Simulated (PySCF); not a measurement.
C2H3O (SMILES C[C-]=O), charge -1, singlet, at a GFN2-xTB geometry; PySCF with MP2/cc-pVDZ.

Input for PySCF:
```python
from pyscf import gto, scf, mp

mol = gto.Mole()
mol.atom = '''
    O     1.202222    0.357989    0.020415
    C    -0.023925    0.670557   -0.012722
    C    -0.969557   -0.665232   -0.009621
    H    -0.422319   -1.620473    0.019993
    H    -1.637080   -0.621627    0.859365
    H    -1.597490   -0.653758   -0.908618
'''
mol.basis = 'cc-pvdz'
mol.charge = -1
mol.spin = 0
mol.verbose = 4
mol.max_memory = 1800
mol.build()

mf = scf.RHF(mol)
mf.kernel()

pt = mp.MP2(mf, frozen=3)
pt.kernel()
print('E(MP2) = %.10f' % pt.e_tot)
```

**Question.** Write the output that PySCF gives for this input, abridged.

**Answer.** 
```
PySCF version 2.14.0

[INPUT] verbose = 4
[INPUT] num. atoms = 6
[INPUT] num. electrons = 24
[INPUT] charge = -1
[INPUT] spin (= nelec alpha-beta = 2S) = 0
[INPUT] symmetry False subgroup None
[INPUT] Mole.unit = angstrom
[INPUT] Symbol           X                Y                Z      unit          X                Y                Z       unit  Magmom
[INPUT]  1 O      1.202222000000   0.357989000000   0.020415000000 AA    2.271870320927   0.676501165607   0.038578758833 Bohr   0.0
[INPUT]  2 C     -0.023925000000   0.670557000000  -0.012722000000 AA   -0.045211697530   1.267169080910  -0.024041095757 Bohr   0.0
[INPUT]  3 C     -0.969557000000  -0.665232000000  -0.009621000000 AA   -1.832197192155  -1.257106289297  -0.018181055044 Bohr   0.0
[INPUT]  4 H     -0.422319000000  -1.620473000000   0.019993000000 AA   -0.798067247200  -3.062250162252   0.037781294408 Bohr   0.0
[INPUT]  5 H     -1.637080000000  -0.621627000000   0.859365000000 AA   -3.093632844003  -1.174704781635   1.623964491037 Bohr   0.0
[INPUT]  6 H     -1.597490000000  -0.653758000000  -0.908618000000 AA   -3.018818586731  -1.235423571743  -1.717039171850 Bohr   0.0

nuclear repulsion = 60.4173368316405
number of shells = 24
number of NR pGTOs = 99
number of NR cGTOs = 57
basis = cc-pvdz
ecp = {}

******** <class 'pyscf.scf.hf.RHF'> ********
method = RHF
initial guess = minao
damping factor = 0
level_shift factor = 0
DIIS = <class 'pyscf.scf.diis.CDIIS'>
diis_start_cycle = 1
diis_space = 8
diis_damp = 0
SCF conv_tol = 1e-09
SCF conv_tol_grad = None
SCF max_cycles = 50
direct_scf = True
direct_scf_tol = 1e-13
Set gradient conv threshold to 3.16228e-05
Initial guess from minao.
init E= -152.221664208005
  HOMO = -0.138328659764265  LUMO = 0.0254934816592254  gap/eV = 4.45783
cycle= 1 E= -152.146092685853  delta_E= 0.0756  |g|= 0.675  |ddm|=  2.4
  HOMO = 0.0522948621956889  LUMO = 0.365677924353117  gap/eV = 8.52759
cycle= 2 E= -152.195814754717  delta_E= -0.0497  |g|= 0.549  |ddm|= 1.09
  HOMO = -0.014233352161992  LUMO = 0.380995994512275  gap/eV = 10.75474
cycle= 3 E= -152.251593362627  delta_E= -0.0558  |g|= 0.0519  |ddm|= 0.474
  HOMO = -0.0319705720354939  LUMO = 0.383498382997919  gap/eV = 11.30549
cycle= 4 E= -152.252949456993  delta_E= -0.00136  |g|= 0.0177  |ddm|= 0.127
  HOMO = -0.0282029969993163  LUMO = 0.384675128046903  gap/eV = 11.23499
cycle= 5 E= -152.253111060008  delta_E= -0.000162  |g|= 0.00588  |ddm|= 0.0445
  HOMO = -0.029256909031246  LUMO = 0.384135153060523  gap/eV = 11.24897
cycle= 6 E= -152.25314168344  delta_E= -3.06e-05  |g|= 0.00241  |ddm|= 0.0307
  HOMO = -0.0293604607586122  LUMO = 0.384212518481552  gap/eV = 11.25389
cycle= 7 E= -152.253146803865  delta_E= -5.12e-06  |g|= 0.000852  |ddm|= 0.0125
  HOMO = -0.0293167128558318  LUMO = 0.384177212943286  gap/eV = 11.25174
cycle= 8 E= -152.253147286566  delta_E= -4.83e-07  |g|= 0.000271  |ddm|= 0.0029
  HOMO = -0.0293439908266819  LUMO = 0.384196927982192  gap/eV = 11.25302
cycle= 9 E= -152.253147329878  delta_E= -4.33e-08  |g|= 6.92e-05  |ddm|= 0.000677
  HOMO = -0.029341058281056  LUMO = 0.384198247648093  gap/eV = 11.25298
cycle= 10 E= -152.253147333639  delta_E= -3.76e-09  |g|= 1.57e-05  |ddm|= 0.000307
  HOMO = -0.0293412763381617  LUMO = 0.384198868804174  gap/eV = 11.25300
cycle= 11 E= -152.253147333837  delta_E= -1.99e-10  |g|= 2.47e-06  |ddm|= 7.69e-05
  HOMO = -0.0293416146040641  LUMO = 0.384199024710724  gap/eV = 11.25301
Extra cycle  E= -152.253147333841  delta_E= -3.89e-12  |g|= 1.05e-06  |ddm|= 9.68e-06
converged SCF energy = -152.253147333841

******** <class 'pyscf.mp.mp2.RMP2'> ********
nocc = 9, nmo = 54
frozen orbitals 3
E(RMP2) = -152.71270172363  E_corr = -0.459554389788631
E(SCS-RMP2) = -152.705061833984  E_corr = -0.451914500142349
E_corr(same-spin) = -0.114866270312318
E_corr(oppo-spin) = -0.344688119476313
E(MP2) = -152.7127017236
```
